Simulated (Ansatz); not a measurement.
Molecule: sum formula SiN2H5 (charge 0, doublet). It need not be the lowest isomer of its formula. 
Geometry from a B3LYP-D3(BJ)/def2-TZVP (Ansatz, a first-principles code) optimisation:
SMILES: [NH][SiH2]N
```xyz
8

Si     0.0786    -0.4127    -0.1326
N      1.2213     0.8471    -0.5594
N     -1.2669     0.1086     0.7844
H      0.8092    -1.4214     0.6767
H     -0.4387    -0.9926    -1.3984
H      2.0149     0.5031    -1.1078
H     -1.1618     0.3544     1.7562
H     -2.0048     0.6441     0.3544
```
Charge 0, spin multiplicity 2.

Total electronic energies in hartree. Correlated levels leave the core frozen unless marked. Open shells are spin-unrestricted. Spin-orbit coupling is left out. No relativistic terms. CBS(X,Y): correlation extrapolated as X^-3; Hartree-Fock from the larger set (for Q and 5 zeta extrapolated as (X+1)exp(-9√X)). The bracket is a focal-point correction in the basis named.

```
level                                                                 program  energy (Eh)
-------------------------------------------------------------  --------------  -----------
HF/cc-pV(T+d)Z                                                         Ansatz   -400.81030
HF/aug-cc-pV(Q+d)Z                                                     Ansatz   -400.82418
RI-HF/aug-cc-pV(T+d)Z                                                  Ansatz   -400.81387
RI-HF/cc-pV(Q+d)Z                                                      Ansatz   -400.82326
revPBE-D3(BJ)/def2-TZVPD                                       Ansatz + dftd3   -401.95450
PBE0-D3(BJ)/def2-TZVPD                                         Ansatz + dftd3   -401.79011
PBE0-D4/def2-TZVPD                                             Ansatz + dftd4   -401.78967
RPA@PBE/cc-pV(T+d)Z                                                    Ansatz   -401.65849
RPA@PBE/cc-pV(Q+d)Z                                                    Ansatz   -401.74224
MP2/aug-cc-pV(Q+d)Z                                                    Ansatz   -401.37966
RI-MP2/aug-cc-pV(T+d)Z                                                 Ansatz   -401.33667
RI-MP2/aug-cc-pV(Q+d)Z                                                 Ansatz   -401.37942
RI-MP2/CBS(aug-cc-pV(T+d)Z,aug-cc-pV(Q+d)Z)                            Ansatz    -401.4032
SCS-MP2/aug-cc-pV(T+d)Z                                                Ansatz   -401.34188
SCS-MP2/cc-pVTZ                                                        Ansatz   -401.32171
SCS-MP2/cc-pV(5+d)Z                                                    Ansatz   -401.40162
CCSD/STO-3G                                                            Ansatz   -396.11377
CCSD/aug-cc-pV(D+d)Z                                                   Ansatz   -401.24358
CCSD(T)/6-31G*                                                         Ansatz   -401.13591
CCSD(T)/aug-cc-pV(D+d)Z                                                Ansatz   -401.25747
RI-MP2/CBS(cc-pV(T+d)Z,cc-pV(Q+d)Z)+[CCSD(T)-MP2]/cc-pV(T+d)Z          Ansatz    -401.4587
RI-MP2/CBS(cc-pV(T+d)Z,cc-pV(Q+d)Z)+[CCSD(T)-MP2]/cc-pV(Q+d)Z          Ansatz    -401.4554
CCSD(T)/CBS(cc-pV(Q+d)Z,cc-pV(5+d)Z)                                   Ansatz    -401.4546
```

Totals of different functionals don't rank their quality; only differences between species are comparable.
